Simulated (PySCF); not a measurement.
Species: C₅H₈N₂S.
Geometry (GFN2-xTB, Å), atoms numbered from 1 in this order:
```xyz
16
C5H8N2S angstrom
C     -1.0086   -1.3876   -0.1800
C     -0.5277    0.0047   -0.5943
C     -1.3288    1.0940    0.1219
C      0.9290    0.1564   -0.2961
C      1.5495    0.0823    0.9746
N      2.8478    0.2554    0.9287
S      3.2898    0.4996   -0.6147
N      1.8034    0.3854   -1.2532
H     -0.4288   -2.1576   -0.6839
H     -0.9068   -1.5247    0.8943
H     -2.0555   -1.5124   -0.4463
H     -0.6523    0.1199   -1.6755
H     -0.9766    2.0812   -0.1691
H     -1.2306    0.9955    1.2008
H     -2.3815    1.0113   -0.1380
H      1.0700   -0.0944    1.9195
```

Vertical excitations from PySCF (density fitting, frozen core in the response, grid level 2 and gas phase unless stated; continuum runs use non-equilibrium linear response for the excitations) on a GFN2-xTB geometry. Reference run:

```
                              settings    S1, eV (f)    S2, eV (f)    S3, eV (f)    S4, eV (f)    S5, eV (f)    S6, eV (f)  T1, eV (Tamm–Dancoff)  mean α (au)
PBE0/def2-SVPD, full TDDFT, 6 singlets  5.03 (0.000)  5.54 (0.197)  6.04 (0.003)  6.26 (0.000)  6.73 (0.016)  6.95 (0.003)                   3.92         88.0
```

Q: What do these settings give: WP04/6-311G**, damping 0.3 at the start, DIIS from the seventh cycle, full TDDFT, 12 singlets?

A: 
| settings | S1, eV (f) | S2, eV (f) | S3, eV (f) | S4, eV (f) | S5, eV (f) | S6, eV (f) | T1, eV (Tamm–Dancoff) | mean α (au) |
| --- | --- | --- | --- | --- | --- | --- | --- | --- |
| WP04/6-311G**, damping 0.3 at the start, DIIS from the seventh cycle, full TDDFT, 12 singlets | 4.97 (0.000) | 5.46 (0.167) | 5.96 (0.004) | 6.33 (0.000) | 6.58 (0.019) | 6.87 (0.006) | – | 76.4 |

S1 moves by -0.06 eV; functional and basis change together, so the shift can't be laid on one. States are counted by energy in each run and needn't keep their character from row to row.

All basis functions are spherical, in the Pople sets too. WP04 was designed for NMR shieldings or shifts; total energies of different functionals aren't comparable.

Q: Give the leading configurations of S1 (H = HOMO, L = LUMO) and the HOMO–LUMO gap of each run.

A: 
| settings | S1 configurations (weight) | S1 (eV) | orbital gap (eV) | S1 − gap (eV) |
| --- | --- | --- | --- | --- |
| PBE0/def2-SVPD, full TDDFT, 6 singlets | H−1→L 0.99 | 5.03 | 6.24 | -1.21 |
| WP04/6-311G**, damping 0.3 at the start, DIIS from the seventh cycle, full TDDFT, 12 singlets | H−1→L 1.00 | 4.97 | 5.31 | -0.34 |

One conformer stands for the species.
